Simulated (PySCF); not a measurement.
selenophene (C4H4Se), SMILES c1cc[se]c1. The structure is a stationary point at r2SCAN-D4/def2-SVP.

Computed with PySCF with r2SCAN-D4/def2-SVP.

Harmonic wavenumbers (cm⁻¹): 409, 469, 561, 641, 676, 702, 783, 832, 875, 919, 1040, 1080, 1084, 1246, 1368, 1486, 1561, 3194, 3207, 3250, 3252. Rotational constants (GHz): 7.568, 3.384, 2.338; symmetry number 2.

Problem. Work out the zero-point energy and the ideal-gas rigid-rotor harmonic-oscillator thermochemistry at 298.15 K and 1 atm.

Solution. ZPE = ½ Σ hcν = ½ × 28636 cm⁻¹ = 40.94 kcal/mol. H − E(el) = 44.24 kcal/mol. Entropy in cal/(mol K): translation 40.52, rotation 24.71, vibration 4.19, total 69.43. G − E(el) = 23.54 kcal/mol. Cp = 18.13 cal/(mol K).
